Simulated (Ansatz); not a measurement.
H₅Cl₃Si₃ (SMILES [SiH3][SiH2][Si](Cl)(Cl)Cl), singlet, geometry from GFN2-xTB, with bond 11-2 at 2.4 times its length; CASSCF(6,6)/STO-3G (Ansatz, a first-principles code).

Input for Ansatz:
Ansatz 0.2 input:
```yaml
crystal:
  periodic: [false, false, false]
  atoms:
    - {symbol: Si, position_ang: [-3.19363363, 0.03853609, 0.33050051]}
    - {symbol: Si, position_ang: [-1.29780634, -1.27122896, 0.02326418]}
    - {symbol: Si, position_ang: [0.67695813, -0.04363139, -0.07282746]}
    - {symbol: Cl, position_ang: [0.63252022, 1.27809262, -1.62532646]}
    - {symbol: Cl, position_ang: [2.38805445, -1.11201868, -0.28355259]}
    - {symbol: Cl, position_ang: [0.90962519, 1.08022981, 1.61357720]}
    - {symbol: H, position_ang: [-3.10664679, 0.84498047, 1.55017098]}
    - {symbol: H, position_ang: [-3.40500369, 0.96139616, -0.78726536]}
    - {symbol: H, position_ang: [-4.40346252, -0.78002528, 0.44339436]}
    - {symbol: H, position_ang: [-1.13026003, -2.27164042, 1.08901045]}
    - {symbol: H, position_ang: [-1.45974048, -3.19628331, -2.93248918]}
basis:
  gaussian:
    orbitals: STO-3G
hamiltonian:
  xc: hf
magnetization: {spin_polarized: false}
correlation: {active_space: {window: {electrons: 6, orbitals: 6}}}
```

What the program printed (banner, timings and long lists left out):

```
Functional definition: HF
644 factors; integrals over basis functions are off by at most 3.7e-5 eV
mean field evaluation 1: about -60489.1601 eV, gradient 3.3e1 eV
mean field evaluation 2: about -60489.2112 eV, gradient 3.3e1 eV
mean field evaluation 4: about -60496.1097 eV, gradient 1.6e1 eV
mean field evaluation 8: about -60499.2953 eV, gradient 3.8e-4 eV
mean field evaluation 16: about -60497.7422 eV, gradient 6.9e-3 eV
mean field -60499.29215293 eV, -2223.3079787271 hartree, gradient 1.8e-6 eV, S^2 0.000000; 2 other end points of the search recorded, 0 dependent functions left out
reference -60499.29215293 eV, -2223.3079787271 hartree; 49, 49 occupied and 10, 10 virtual orbitals, 644 factors
state -60505.49863804 eV, -2223.5360628479 hartree
2 active orbitals were swapped for others, from the solution at -60505.21550719 eV, -2223.5256579813 hartree to that at -60505.39065047 eV, -2223.5320943781 hartree; typed "places" are swapped only where nearly empty or full, and so, without "given_window_search", are "orbital_numbers", "shells" and a window whose orbitals a file names under [Active]
2 active orbitals were swapped for others, from the solution at -60505.39065047 eV, -2223.5320943781 hartree to that at -60505.49863804 eV, -2223.5360628479 hartree; typed "places" are swapped only where nearly empty or full, and so, without "given_window_search", are "orbital_numbers", "shells" and a window whose orbitals a file names under [Active]
Total energy: -60505.49863804 eV, -2223.5360628479 hartree
```
